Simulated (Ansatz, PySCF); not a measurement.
C₂H₁₁FSi₃, SMILES F[SiH2][SiH2]CC[SiH3]. Atoms are numbered in the order given.

```xyz
17

F      2.5164     1.8303    -0.1550
Si     2.6614     0.2110     0.0302
Si     0.5098    -0.6417     0.3896
C     -0.6175    -0.0568    -1.0161
C     -2.0466    -0.6113    -1.0243
Si    -3.1387    -0.1402     0.4469
H      3.5962    -0.0425     1.1666
H      3.2679    -0.3325    -1.2233
H      0.0163    -0.1664     1.7200
H      0.5789    -2.1389     0.4297
H     -0.6234     1.0469    -0.9756
H     -0.1048    -0.3132    -1.9603
H     -2.0356    -1.7135    -1.0898
H     -2.5765    -0.2668    -1.9302
H     -3.0877     1.3377     0.6758
H     -2.6999    -0.8261     1.7007
H     -4.5514    -0.5385     0.1623
```

Coordinates come from a PBE0-D3(BJ)/def2-SVP optimisation. The structure was generated by enumeration, and PubChem lists no compound with its InChIKey, so it may never have been made. The values are those of a single conformer.

Two levels are set side by side: PBE-D3(BJ)/def2-SVP (Ansatz, a first-principles code) and PBE0-D3(BJ)/def2-SVP (Ansatz). Each level has its own optimised geometry; the coordinates shown are those of the second. Frequencies come from the Hessian of PySCF at each geometry. Differences are taken from unrounded values.

```csv
quantity,PBE0-D3(BJ)
mean bond length (Å),1.512
bond F1–Si2 (Å),1.636
bond Si2–Si3 (Å),2.342
bond Si3–C4 (Å),1.894
bond C4–C5 (Å),1.533
bond C5–Si6 (Å),1.892
bond Si2–H7 (Å),1.493
bond Si2–H8 (Å),1.495
bond Si3–H9 (Å),1.497
bond Si3–H10 (Å),1.499
bond C4–H11 (Å),1.104
bond C4–H12 (Å),1.105
bond C5–H13 (Å),1.104
bond C5–H14 (Å),1.105
bond Si6–H15 (Å),1.496
bond Si6–H16 (Å),1.495
bond Si6–H17 (Å),1.495
highest harmonic wavenumber (cm⁻¹),3108
mean harmonic wavenumber (cm⁻¹),1148
zero-point energy (kcal/mol),73.84
```

Question: What does PBE-D3(BJ) give, and how far is it from PBE0-D3(BJ)? (The exact figures need the calculation; the answer reports its results.)

Answer: 
```csv
quantity,PBE-D3(BJ),PBE-D3(BJ) minus PBE0-D3(BJ)
mean bond length (Å),1.522,0.010
bond F1–Si2 (Å),1.651,0.015
bond Si2–Si3 (Å),2.350,0.008
bond Si3–C4 (Å),1.907,0.012
bond C4–C5 (Å),1.541,0.008
bond C5–Si6 (Å),1.904,0.012
bond Si2–H7 (Å),1.505,0.012
bond Si2–H8 (Å),1.507,0.012
bond Si3–H9 (Å),1.507,0.010
bond Si3–H10 (Å),1.510,0.010
bond C4–H11 (Å),1.112,0.008
bond C4–H12 (Å),1.113,0.008
bond C5–H13 (Å),1.112,0.008
bond C5–H14 (Å),1.113,0.008
bond Si6–H15 (Å),1.506,0.010
bond Si6–H16 (Å),1.505,0.010
bond Si6–H17 (Å),1.505,0.010
highest harmonic wavenumber (cm⁻¹),3018,-90
mean harmonic wavenumber (cm⁻¹),1111,-37
zero-point energy (kcal/mol),71.45,-2.39
```

Exact exchange shortens and stiffens bonds; PBE has none. Differences between two approximate levels are no errors against the true value.
